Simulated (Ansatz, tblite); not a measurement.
Cost and result up the ladder for the cluster CuAu2 (3 atoms). The state is a doublet with charge 0. Geometry: PBE0-D4/def2-TZVP.

```tsv
atom	x (Å)	y (Å)	z (Å)
Au1	0.900	0.347	-1.202
Au2	-1.535	-0.144	0.013
Cu3	0.635	-0.203	1.189
```

Ansatz on 4 threads of Arm Neoverse V2 on a shared host; xTB runs through tblite on one thread. Times are rough, summed over both states, and most runs start from the orbitals of an earlier one. CCSD(T)/def2-TZVP serves as the yardstick here, not as an exact answer. The other state is a quartet at its own geometry.

In the def2 sets Au takes a core potential; there is no spin–orbit coupling. The xTB rows come from tblite. Correlated methods freeze 9 core orbitals; core or outer-core shells of Au are correlated, in sets that lack core-valence functions. The structure comes from a short search, and lower isomers may exist.

xTB has no spin-polarisation term.

```json
{"level": "GFN1-xTB", "functions": "27", "wall time": "0.004 s"}
{"level": "GFN2-xTB", "functions": "27", "wall time": "0.006 s"}
{"level": "HF/def2-TZVP (with forces)", "functions": "125", "wall time": "4.3 s"}
{"level": "PBE-D4/def2-TZVP", "functions": "125", "wall time": "5.1 s"}
{"level": "BLYP-D4/def2-TZVP", "functions": "125", "wall time": "5.6 s"}
{"level": "RPA@PBE/def2-TZVP", "functions": "125", "wall time": "9.1 s"}
{"level": "r2SCAN-D4/def2-TZVP", "functions": "125", "wall time": "12 s"}
{"level": "PBE-QIDH/def2-TZVP", "functions": "125", "wall time": "13 s"}
{"level": "PBE0-D4/def2-TZVP", "functions": "125", "wall time": "15 s"}
{"level": "r2SCAN0-D4/def2-TZVP", "functions": "125", "wall time": "20 s"}
{"level": "B97M-V/def2-TZVP", "functions": "125", "wall time": "20 s"}
{"level": "CCSD(T)/def2-TZVP", "functions": "125", "wall time": "49 s"}
```

Question: Estimate what each level gives for the quartet − doublet (eV).

Answer: 
| level | quartet − doublet (eV) | difference from CCSD(T)/def2-TZVP (eV) |
| --- | --- | --- |
| GFN1-xTB | 1.90 | -0.48 |
| GFN2-xTB | 3.96 | 1.58 |
| HF/def2-TZVP (with forces) | 0.88 | -1.50 |
| PBE-D4/def2-TZVP | 1.96 | -0.42 |
| BLYP-D4/def2-TZVP | 1.99 | -0.40 |
| RPA@PBE/def2-TZVP | 1.75 | -0.64 |
| r2SCAN-D4/def2-TZVP | 1.82 | -0.57 |
| PBE-QIDH/def2-TZVP | 2.67 | 0.28 |
| PBE0-D4/def2-TZVP | 2.25 | -0.13 |
| r2SCAN0-D4/def2-TZVP | 2.06 | -0.32 |
| B97M-V/def2-TZVP | 2.06 | -0.33 |
| CCSD(T)/def2-TZVP | 2.38 | 0.00 |
